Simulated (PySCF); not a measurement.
diethyl sulfide (C$_{4}$H$_{10}$S), singlet, at a GFN2-xTB geometry. Base run: PySCF with HF/6-31G.

Input for PySCF:
```python
from pyscf import gto, scf, solvent

mol = gto.M(
    atom='''
C     2.560606   -0.007073   -0.238776
C     1.106287    0.252624   -0.579897
S     0.038089   -0.230263    0.827561
C    -1.553677    0.474351    0.280217
C    -2.193098   -0.309231   -0.850637
H     2.850382    0.563015    0.640595
H     3.196441    0.283569   -1.072749
H     2.716469   -1.062629   -0.029508
H     0.930452    1.312665   -0.769247
H     0.802839   -0.330055   -1.450228
H    -1.374642    1.513101   -0.000620
H    -2.182362    0.450852    1.169773
H    -2.314900   -1.350947   -0.563325
H    -1.582579   -0.265909   -1.749864
H    -3.172224    0.106516   -1.081247
''',
    basis='6-31g',
    charge=0,
    spin=0,
    verbose=4,
)

mf = scf.RHF(mol)
mf.kernel()
```

Variants of this job, named by their change:

| change | ΔE vs base (kJ/mol) | dipole (D) | HOMO-LUMO gap (eV) |
|---|---|---|---|
| base | 0.00 | 2.08 | 14.39 |
| model = IEF-PCM; solvent = acetonitrile | -16.86 | 2.86 | 14.52 |
| model = IEF-PCM; solvent = 2-propanol | -16.15 | 2.82 | 14.51 |
| model = C-PCM; solvent = tetrahydrofuran | -14.95 | 2.76 | 14.51 |
| model = IEF-PCM; solvent = n-hexane | -5.94 | 2.33 | 14.44 |
| model = SS(V)PE; solvent = tetrahydrofuran | -13.72 | 2.68 | 14.50 |
| model = IEF-PCM; solvent = tetrahydrofuran; r_probe = 0.5 | -5.95 | 2.45 | 14.43 |
| model = IEF-PCM; solvent = tetrahydrofuran | -13.88 | 2.70 | 14.50 |
| model = ddCOSMO; solvent = tetrahydrofuran | -11.15 | 2.67 | 14.49 |
| model = IEF-PCM; solvent = tetrahydrofuran; lebedev_order = 11 | -13.56 | 2.69 | 14.49 |
| model = IEF-PCM; solvent = tetrahydrofuran; lebedev_order = 41 | -13.93 | 2.70 | 14.50 |
| model = COSMO; solvent = tetrahydrofuran | -13.86 | 2.71 | 14.50 |

The base is the gas phase, so ΔE is the electrostatic part of solvation at a fixed geometry, without cavity and dispersion terms.
